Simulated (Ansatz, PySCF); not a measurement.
This Ansatz (a first-principles code) input computes a SVWN5/def2-TZVPD energy:

Ansatz 0.2 input:
```yaml
crystal:
  periodic: [false, false, false]
  atoms:
    - {symbol: B, position_ang: [0.61577597, 0.42487701, 0.03058209]}
    - {symbol: N, position_ang: [-0.49557235, -0.32902578, -0.02413851]}
    - {symbol: H, position_ang: [1.77140185, 0.01022503, 0.04350638]}
    - {symbol: H, position_ang: [-1.38127524, 0.16857038, -0.02744730]}
basis:
  gaussian:
    orbitals: def2-TZVPD
hamiltonian:
  xc: {name: SVWN5}
total_charge: -1
magnetization: {spin_polarized: true, initial_magnetization: 1}
output: {forces: true}
```

Task: Write an input for the same energy in PySCF and say what it gives.

Result: 
```python
from pyscf import gto, scf, dft

mol = gto.M(
    atom='''
    B     0.61577597    0.42487701    0.03058209
    N    -0.49557235   -0.32902578   -0.02413851
    H     1.77140185    0.01022503    0.04350638
    H    -1.38127524    0.16857038   -0.02744730
    ''',
    basis='def2-tzvpd',
    charge=-1,
    spin=1,
    verbose=4,
)

mf = dft.UKS(mol, xc='svwn').density_fit(auxbasis='def2-universal-jkfit')
mf.grids.level = 3
mf.conv_tol = 1e-9
mf.max_cycle = 100
mf.max_memory = 1500
mf.kernel()
if not mf.converged:
    mf = mf.newton()
    mf.kernel(mf.make_rdm1())
for _ in range(2):
    mo, _, stable, _ = mf.stability(return_status=True)
    if stable:
        break
    mf.kernel(mf.make_rdm1(mo, mf.mo_occ))
mf.analyze()
```
It gives -80.05645 Eh, and Ansatz -80.05638 Eh, a difference of 0.07 mEh, from the treatment of integrals and grids.
